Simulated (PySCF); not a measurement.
# Computed properties of CH₆FNOSi₂, SMILES F[Si@@H]1CN[SiH2]O1

CH6FNOSi2, SMILES F[Si@@H]1CN[SiH2]O1. The structure is a stationary point at ωB97X-D3(BJ)/def2-SVP. The structure was generated by enumeration; whether it is a known compound was not checked. One conformer was computed; it need not be the lowest. All values are computed for the isolated molecule unless a solvent is named; none is compared with measurement here.

**Structure.** All 30 harmonic modes at ωB97X-D3(BJ)/def2-SVP (PySCF) are real, so it is a minimum. With heavy atoms numbered as in [F:1][Si@@H:2]1[CH2:3][NH:4][SiH2:5][O:6]1, the shortest bond between them is C3–N4 at 1.464 Å and the longest Si2–C3 at 1.890 Å.

**Vibrations.** The strongest infrared lines (harmonic, unscaled, degenerate partners summed) lie at 949 cm⁻¹ (480 km/mol, H 46 %, Si 33 %, F 8 %), 1018 cm⁻¹ (332 km/mol, O 47 %, Si 25 %, H 24 %), 2248 cm⁻¹ (201 km/mol, H 96 %). The softest mode is at 62 cm⁻¹ and the zero-point energy is 50.0 kcal/mol.

**Electronic structure.** CAM-B3LYP/def2-TZVP (PySCF) places the frontier levels at -8.44 and 1.17 eV, a gap of 9.61 eV, and gives a dipole moment of 2.78 D and a mean polarisability of 63.9 bohr³. PBE/def2-TZVP (PySCF) at the same geometry gives -5.65 and -0.69 eV, so its gap is 4.65 eV narrower. An orbital gap is neither the optical nor the fundamental gap.

**Excitations.** TDA-M06-2X/def2-SVPD (PySCF) has S1 at 6.07 eV (204 nm, f = 0.007, weak); the most intense of the 10 singlets computed lies at 7.72 eV (f = 0.02). T1 (TDA) is at 5.80 eV, 0.27 eV under S1. TDA-PBE/def2-SVPD (PySCF) puts S1 at 5.02 eV. No vertical singlet excitation falls in the visible range (under 3.1 eV).

**NMR.** GIAO shifts at B3LYP/pcSseg-1 (PySCF) (non-relativistic, atoms alike by connectivity averaged): ¹³C at 33.0 ppm against TMS; ¹H from 0.1 to 5.5 ppm against TMS; ²⁹Si from -19.2 to -4.9 ppm against TMS; ¹⁹F at -157.4 ppm against CFCl3.

**Solvation.** SMD-B3LYP/6-31G* (PySCF) gives -1.4 kcal/mol in water, -3.9 kcal/mol in dichloromethane, -3.4 kcal/mol in chlorobenzene (1 M in both phases, gas-phase geometry); of these solvents dichloromethane holds the molecule best.
